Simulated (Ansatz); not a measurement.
Input for Ansatz (a program for electronic structure): R-r2SCAN/def2-TZVPP on CH5AlFN (SMILES [CH3][Al]([NH2])[F]), a point of a torsion scan.

Ansatz 0.2 input:
```yaml
crystal:
  periodic: [false, false, false]
  atoms:
    - {symbol: C, position_ang: [-1.53080771, -0.21263181, 0.10265528]}
    - {symbol: Al, position_ang: [0.26758053, 0.55774397, -0.22311185]}
    - {symbol: N, position_ang: [1.79864681, -0.03489837, 0.45507528]}
    - {symbol: F, position_ang: [0.39799603, 1.87807517, -1.21498897]}
    - {symbol: H, position_ang: [-2.00072350, -0.54697622, -0.82476309]}
    - {symbol: H, position_ang: [-1.47771719, -1.06813690, 0.77574776]}
    - {symbol: H, position_ang: [-2.20905219, 0.51933133, 0.54646602]}
    - {symbol: H, position_ang: [1.93159815, -0.82034446, 1.07446267]}
    - {symbol: H, position_ang: [2.69895912, 0.38649095, 0.26504681]}
basis:
  gaussian:
    orbitals: def2-TZVPP
hamiltonian:
  xc: {name: r2SCAN}
scf: {lower_state_search: off}
```

### Question
Give the final energy of this run.

### Answer
-438.2423 hartree.
